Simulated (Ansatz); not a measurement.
**Match the barriers**

Saddle point of Si2H6O3F2, closed shell (Si₂H₄O₂F₂ ([OH][Si]([F])([F])[O][SiH3]) + H₂O → SiH₂O₂F₂ ([OH][Si]([OH])([F])[F]) + SiH₄O ([OH][SiH3]); bonds formed: Si1–O8, O2–H7; bonds broken: Si1–O2, H7–O8), PBE0-D4/def2-TZVP structure:

| atom | x (Å) | y (Å) | z (Å) |
| --- | --- | --- | --- |
| Si1 | 0.0613 | 0.5555 | 1.1383 |
| O2 | 0.0138 | 0.0929 | -0.6927 |
| Si3 | -0.6225 | -1.2275 | -1.4607 |
| F4 | 0.5925 | 0.9773 | 2.5991 |
| F5 | -0.2543 | -0.9705 | 1.5063 |
| O6 | -1.1454 | 1.6314 | 1.0106 |
| H7 | 1.2431 | 0.4378 | -0.4802 |
| O8 | 1.6592 | 0.9497 | 0.4345 |
| H9 | -2.0480 | -1.3697 | -1.0772 |
| H10 | -0.5164 | -0.9870 | -2.9220 |
| H11 | 0.1264 | -2.4619 | -1.1164 |
| H12 | -1.5708 | 1.6587 | 0.1529 |
| H13 | 2.4610 | 0.7133 | 0.9077 |

Program: Ansatz 0.2.0. Basis: def2-TZVPP, with def2-QZVPP for the basis limit. Cores are frozen in the correlated methods. Extrapolation: Hartree–Fock as exp(−7.88 √X), correlation as X^−2.97. Four methods, as single points on the PBE0-D4 structures, gave these electronic barriers from the start structure: 27.89, 30.10, 31.50, 45.94 kcal/mol.

The methods were, in alphabetical order, HF, MP2, PBE-D4, PBE0-D4. Which gave which? (A judgement: the text doesn't fix the answer.)

The calculation gives: PBE-D4 27.89; PBE0-D4 30.10; MP2 31.50; HF 45.94 kcal/mol. For comparison, CCSD(T) at an estimated basis limit (MP2 extrapolated from triple and quadruple zeta, plus CCSD(T) − MP2 in triple zeta) gives 32.61 kcal/mol.

No T1 diagnostic of these runs exceeds 0.012.

Labels in which every atom is bracketed show which atoms are joined, not bond orders.

For scale, one of the runs: CCSD(T)/def2-TZVPP, 323 basis functions, launched by `ansatz run in.yaml --threads 4 --pin off --events-out ev --progress --plain --max-ram 41984MiB --backend cuda --devices 0, --max-vram 37GiB`. Time: 13 s of wall clock on 4 CPU threads of an AMD EPYC 7R13 and a share of one NVIDIA H100; the host was shared. Peak host memory: 0.86 GiB.
